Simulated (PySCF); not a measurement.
## Distorted geometries of [ReH5]−

[ReH5]− (doublet). PySCF 2.14.0, UKS BP86, Re def2-SVP with ECP60, H def2-SVP; non-relativistic Hamiltonian with scalar-relativistic core potentials where named; density fitting; no spin-orbit coupling. Relaxed geometry:

```xyz
6

Re   -0.1221   -0.0013   -0.3461
H     0.1866   -0.0042    1.3106
H     0.5091    0.0080   -2.0312
H     1.5133    0.0092   -0.0381
H    -1.0912    1.0249    0.5513
H    -1.0792   -1.0366    0.5531
```

**Question.** Order these distorted geometries by energy above the relaxed one, lowest first.
A.
```xyz
6

Re   -0.0188   -0.1930   -0.1523
H     0.4689    0.0662    1.3395
H     0.4475   -0.2514   -1.9073
H     1.5419   -0.0132   -0.1369
H    -1.0757    1.3431    0.4263
H    -1.4472   -0.9517    0.4305
```
B.
```xyz
6

Re   -0.1032   -0.0282   -0.3554
H     0.2109    0.0068    1.3097
H     0.5725    0.0016   -2.0472
H     1.4567    0.0269   -0.0233
H    -1.1071    1.0512    0.5365
H    -1.1132   -1.0583    0.5795
```
C.
```xyz
6

Re   -0.1323    0.1762   -0.2949
H     0.1606   -0.0450    1.2697
H     0.3102    0.0202   -2.0229
H     1.7182    0.1112   -0.0207
H    -1.0794    0.9251    0.6043
H    -1.0607   -1.1876    0.4643
```

**Answer.** B (0.08 eV), C (0.81 eV), A (1.13 eV).

**Question.** Which forces (eV/Å) act in the one that lies 1.13 eV up?

**Answer.** 
```
Re  -5.37  2.52 -2.73
H    0.90  0.44  1.45
H    0.45  0.07  0.61
H    2.83 -0.46  0.48
H    1.16 -1.92 -0.54
H    0.02 -0.65  0.73
```
Forces carry noise of the integration grid, about 0.01 to 0.03 eV/Å.

Open shells may have lower solutions than the one found.
